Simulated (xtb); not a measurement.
xtb input (GFN2-xTB):

```bash
xtb mol.xyz --gfn 2 --ohess tight --chrg -1 --uhf 0
```
mol.xyz:
```
13

C      1.99246483     0.61898421    -0.25740163
Si     0.31383969    -0.06755228     0.02645546
P      0.10179974    -2.00416384     1.06701281
P     -0.71873827    -0.09052289    -2.03248862
P     -0.71267777     1.74861475     1.11843474
H      2.58866273    -0.07351635    -0.88340164
H      1.96675554     1.61589907    -0.78599294
H      2.52367574     0.79601641     0.64713554
H      0.94053212    -1.47752085     2.15282201
H     -0.31908475    -1.44745757    -2.35883488
H     -1.95179668    -0.55076423    -1.56025722
H     -2.01747220     1.26182980     0.92836509
H     -0.84005497     2.62930292    -0.01430306
```

End of the output:

```
   ------------------------------------------------------------------------

         :::::::::::::::::::::::::::::::::::::::::::::::::::::
         ::                  THERMODYNAMIC                  ::
         :::::::::::::::::::::::::::::::::::::::::::::::::::::
         :: total free energy         -15.659520062080 Eh   ::
         ::.................................................::
         :: total energy              -15.703082488221 Eh   ::
         :: zero point energy           0.080943081466 Eh   ::
         :: G(RRHO) w/o ZPVE           -0.037380655324 Eh   ::
         :: G(RRHO) contrib.            0.043562426141 Eh   ::
Note: The following floating-point exceptions are signalling: IEEE_UNDERFLOW_FLAG IEEE_DENORMAL
normal termination of xtb
         :::::::::::::::::::::::::::::::::::::::::::::::::::::

optimized geometry written to: xtbopt.xyz

           -------------------------------------------------
          | TOTAL ENERGY              -15.703082488221 Eh   |
          | TOTAL ENTHALPY            -15.610220318563 Eh   |
          | TOTAL FREE ENERGY         -15.659520062080 Eh   |
          | GRADIENT NORM               0.000433420135 Eh/α |
          | HOMO-LUMO GAP               2.491437517320 eV   |
           -------------------------------------------------

------------------------------------------------------------------------
------------------------------------------------------------------------
 total:
 SCF:
 ANC optimizer:
 analytical hessian:
```

It need not be the lowest isomer of its formula. Whether it binds its extra electron was not tested at this geometry.
